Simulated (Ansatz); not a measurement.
Computed with Ansatz on PBE0-D4/def2-TZVP structures; ΔE is electronic, products minus reactants. CBS: MP2 limit from def2 TZ/QZ plus the TZ coupled-cluster correction, frozen cores. This one scheme is used for every species. Elements past krypton have def2 core potentials. For Sn outer-core shells are correlated without core-valence functions, which leaves a few kJ/mol of doubt a bond. One conformer a species, not always the lowest.

`O=[CH][SnH2][OH]` + CH₃OH → `C[O][SnH2][OH]` + `C=O`  (ligand exchange at the Sn–C bond)

```csv
species,MP2/CBS(def2) energy (Eh)
`O=[CH][SnH2][OH]`,-404.75076
CH₃OH,-115.58363
`C[O][SnH2][OH]`,-405.98740
`C=O`,-114.36719
```

Question: Work out ΔE.

Answer: ΔE = (-405.98740) + (-114.36719) − (-404.75076) − (-115.58363) = -0.02020 Eh = -12.7 kcal/mol. CCSD(T)/CBS gives -11.8 kcal/mol.

Largest T1 diagnostic among the species: 0.016.

From PBE to PBE0 (25 % exact exchange), in def2-TZVPP and without D4, ΔE moves by −1.1 kcal/mol. In def2-TZVPP, CCSD(T) changes the Hartree–Fock value by +3.3 kcal/mol (the triples alone add +0.4 kcal/mol) and MP2 by +2.5 kcal/mol.
